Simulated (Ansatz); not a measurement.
Geometry optimisation, UKS PBE0-D4/def2-SVP (Ansatz).

The input (input.yaml):

```yaml
crystal:
  periodic: [false, false, false]
  atoms:
    - { symbol: "N", position_ang: [0.89148, -0.77989, 1.20279] }
    - { symbol: C, position_ang: [1.119, -0.52442, 0.02308] }
    - { symbol: C, position_ang: [0.10307, 0.18889, -0.77488] }
    - { symbol: Si, position_ang: [0.29824, 0.60384, -2.42651] }
    - { symbol: H, position_ang: [2.02566, -0.77123, -0.53071] }
    - { symbol: H, position_ang: [0.34324, 1.01039, -3.82385] }
magnetization:
  spin_polarized: true
  initial_magnetization: 1
basis:
  gaussian: { orbitals: def2-SVP }
hamiltonian:
  xc: pbe0
  dispersion: d4
relax:
  f_tol: 0.015
  max_steps: 40
```

Run as:

```bash
$ ansatz run input.yaml --threads 1 --pin off --max-ram 2048MiB --backend cpu --events-out ev --progress --plain --runs-dir out
```

Task: Where does it end, and by what steps?

Result: It converged. After 8 steps the energy has fallen by 1.134 eV; H6 moved furthest, 0.89 Å.

| step | energy less start (eV) | largest force component (eV/Å) | accepted |
| --- | --- | --- | --- |
| 0 | 0.0000 | 2.587 | yes |
| 1 | -0.4223 | 1.283 | yes |
| 2 | -0.7282 | 1.569 | yes |
| 3 | -0.8317 | 1.564 | yes |
| 4 | -1.0379 | 1.116 | yes |
| 5 | -1.1190 | 0.684 | yes |
| 6 | -1.1295 | 0.230 | yes |
| 7 | -1.1334 | 0.062 | yes |
| 8 | -1.1336 | 0.009 | yes |

```xyz
6
Properties=species:S:1:pos:R:3
N 0.483 -0.568 1.101
C 1.123 -0.521 0.008
C 0.684 0.056 -1.210
Si 0.766 0.522 -2.813
H 2.138 -0.982 -0.013
H -0.413 1.220 -3.403
```

Whether the end is a true minimum wasn't checked by a vibrational analysis.

Run time: 43 s on 1 thread of Arm Neoverse V1, on a shared host, peak memory 0.17 GiB.
